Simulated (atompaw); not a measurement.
**What the settings do to the PAW (atompaw) potential of copper**

Base potential:

atompaw 4.2.0.5 input, output lines left out:

```
Cu 29
LDA-PW scalarrelativistic loggrid 1500 logderivrange -3 5 201
4 4 3 0 0 0
4 0 0
4 1 0
0 0 0
c
c
c
v
c
c
v
v
3
2.40 1.85 2.30 1.35
y
0.45
n
y
0.05
n
y
-0.6
n
y
-0.1
y
2.3
n
custom polynom vanderbiltortho besselshape
bessel
2.20
2.40
2.40
2.40
1.40
1.40
2.40
2.40
```

All-electron outer shells of the reference configuration (LDA (PW92), scalar-relativistic, ld1.x):

```
shell  level (eV)  outermost node (bohr)  outermost maximum (bohr)
   3p      -80.75                   0.26                      0.62
   3d      -14.01                      –                      0.60
   4s      -12.15                   0.89                      2.11
   4p       -6.63                   0.97                      2.74
```

Cutoffs, loose and tight: the cutoffs (Ry, on a coarse ladder) from which the occupation-weighted sum of valence levels, in a spherical-Bessel basis at the reference potential, stays within 10 and 1 mRy of its value at 400 Ry. They see the waves, projectors and local potential, not the compensation charge or the core. A dash means not determined.

```csv
change,outcome,"cutoff, loose","cutoff, tight",bound ghosts
base,generated,80 Ry,120 Ry,none
functional PBEsol,generated,80 Ry,120 Ry,none
wave 3d channel at -0.6 Ry: rc 1.40 bohr becomes 3d channel at -0.6 Ry: rc 1.74 bohr,generated,80 Ry,120 Ry,none
"waves 4s (bound); 4s channel at 0.45 Ry; 4p (bound); 4p channel at 0.05 Ry; 3d (bound); 3d channel at -0.6 Ry; 4f channel at -0.1 Ry; 4f channel at 2.3 Ry; augmentation besselshape compensation charge, radius 1.85 bohr; PAW radius 2.40 bohr; waves and projectors: bloechl",failed: atompaw: The overlap operator has at least one negative eigenvalue!,–,–,–
reference 3d8 4s0 4p0; removed wave 4f channel at 2.3 Ry: rc 2.40 bohr,generated,80 Ry,140 Ry,none
"augmentation besselshape compensation charge, radius 1.85 bohr; PAW radius 2.40 bohr; waves and projectors: custom polynom2 7 10 vanderbiltortho",generated,300 Ry,over 300 Ry,none
wave 4f channel at -0.1 Ry: rc 2.40 bohr becomes 4f channel at -0.1 Ry: rc 1.88 bohr,generated,80 Ry,120 Ry,none
removed wave 4f channel at 2.3 Ry: rc 2.40 bohr,generated,80 Ry,120 Ry,none
wave 4p channel at 0.05 Ry: rc 2.40 bohr becomes 4p channel at 0.97 Ry: rc 2.40 bohr,failed: atompaw: The overlap operator has at least one negative eigenvalue!,–,–,–
"all radii scaled by about 1.06 (s 2.34, p 2.54, d 1.48, f 2.54 bohr); local potential bessel scheme, radius 2.44 bohr; augmentation besselshape compensation charge, radius 1.96 bohr; PAW radius 2.54 bohr; waves and projectors: custom polynom vanderbiltortho; core correction smooth core density matched at 1.42 bohr",generated,70 Ry,110 Ry,none
"augmentation besselshape compensation charge, radius 0.98 bohr; PAW radius 2.40 bohr; waves and projectors: custom polynom vanderbiltortho",generated,80 Ry,120 Ry,none
"augmentation sinc compensation charge, radius 1.85 bohr; PAW radius 2.40 bohr; waves and projectors: custom polynom vanderbiltortho",generated,80 Ry,120 Ry,none
"local potential bessel scheme, radius 1.54 bohr",generated,80 Ry,120 Ry,none
```
